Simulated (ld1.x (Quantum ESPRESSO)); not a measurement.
**An all-electron radial function and its pseudo partner (Kr)**

Columns: radius, all-electron u(r) and pseudo u(r) of the 3d shell (level -93.60 eV) of krypton in the configuration [Ar] 3d10 4s2 4p5; LDA (PZ), scalar-relativistic, TM scheme, ld1.x (Quantum ESPRESSO) 7.5.

```
r (bohr)  all-electron  pseudo
   0.057        0.0794  0.0225
   0.115        0.3559  0.1655
   0.172        0.6905  0.4602
   0.230        0.9847  0.8430
   0.288        1.1888  1.1789
   0.345        1.2999  1.3725
   0.402        1.3375  1.4231
   0.460        1.3203  1.3768
   0.518        1.2656  1.2890
   0.575        1.1893  1.1947
   0.632        1.1010  1.1014
   0.690        1.0060  1.0060
   0.747        0.9124  0.9124
   0.805        0.8200  0.8200
   0.862        0.7342  0.7342
   0.920        0.6529  0.6529
   0.977        0.5796  0.5796
   1.035        0.5117  0.5117
   1.092        0.4516  0.4516
   1.150        0.3966  0.3966
   1.208        0.3477  0.3477
   1.265        0.3050  0.3050
   1.322        0.2671  0.2671
   1.380        0.2331  0.2331
   1.438        0.2032  0.2032
   1.495        0.1773  0.1773
```

Problem. How many radial nodes do the two functions have?

Solution. The all-electron 3d function has n − l − 1 = 0; the pseudo-wave has 0.

Problem. At about which radius was the pseudo-wave matched?

Solution. 0.70 bohr. The columns agree to 0.0005 from 0.63 bohr on; several derivatives are matched, so the curves merge somewhat inside the radius.

Problem. Is the pseudo-wave norm-conserving?

Solution. Yes: the TM scheme keeps the norm inside the radius equal to the all-electron one, which fixes the energy derivative of the logarithmic derivative at the level.
